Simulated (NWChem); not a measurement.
A calculation on H₂BCl

SMILES: BCl
```xyz
4

B      0.0000     0.0000     1.1839
H     -1.0601     0.0000     1.7525
H      1.0601     0.0000     1.7525
Cl     0.0000     0.0000    -0.5544
```
Charge 0, spin multiplicity 1.

The numbers come from NWChem runs, not from measurements. The geometry was optimised at PBE0/def2-SVP, a minimum by its harmonic frequencies.

Symmetry labels belong to the abelian group C2v used in the runs, with the axes of the coordinates shown; states degenerate in a higher group split over its labels.

The correlated methods keep 6 core orbitals frozen. The structure started from a generated list of species.

Q: List the 4 singlet excitations that EOM-CCSD/aug-cc-pVDZ, 6 core orbitals frozen gives, with oscillator strengths.

A: 
```json
[
 {"state": "1", "symmetry": "a2", "energy (eV)": "5.29", "wavelength (nm)": "234", "f": "0.000"},
 {"state": "2", "symmetry": "a1", "energy (eV)": "7.56", "wavelength (nm)": "164", "f": "0.148"},
 {"state": "3", "symmetry": "b2", "energy (eV)": "7.91", "wavelength (nm)": "157", "f": "0.007"},
 {"state": "4", "symmetry": "b1", "energy (eV)": "8.21", "wavelength (nm)": "151", "f": "0.013"}
]
```
These are the lowest roots of each symmetry, so higher states are missing between them.
